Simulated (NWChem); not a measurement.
BeNH2I; SMILES [NH2][Be][I]

```xyz
5

Be     0.0000     0.0000     1.5296
I      0.0000     0.0000    -0.6514
N      0.0000     0.0000     3.0256
H      0.0000    -0.8270     3.6138
H      0.0000     0.8270     3.6138
```
Atoms are numbered in this order, from 1.

All runs: NWChem. Structure relaxed at the PBE0/def2-SVP level. def2 effective core potentials on I; no spin-orbit coupling. Vertical excitations in the gas phase; the lowest state need not have the same character in each row.

```
level                     lowest excitation, singlet (eV)  oscillator strength of that lowest state  lowest state with f > 0.02, singlet (eV)  orbital gap (eV)
------------------------  -------------------------------  ----------------------------------------  ----------------------------------------  ----------------
PBE/def2-SVPD, TDA                                   5.09                                     0.000                                      5.71              5.09
B3LYP/def2-SVPD, TDA                                 5.48                                     0.000                                      6.05              6.55
LRC-wPBEh/def2-SVPD, TDA                       (withheld)                                     0.000                                (withheld)        (withheld)
PBE0/def2-SVPD, TDA                                  5.61                                     0.000                                      6.30              7.07
```

Task: What belongs in the gaps?

Result: 
- LRC-wPBEh/def2-SVPD, TDA, lowest excitation, singlet (eV): 5.74
- LRC-wPBEh/def2-SVPD, TDA, lowest state with f > 0.02, singlet (eV): 6.54
- LRC-wPBEh/def2-SVPD, TDA, orbital gap (eV): 10.27
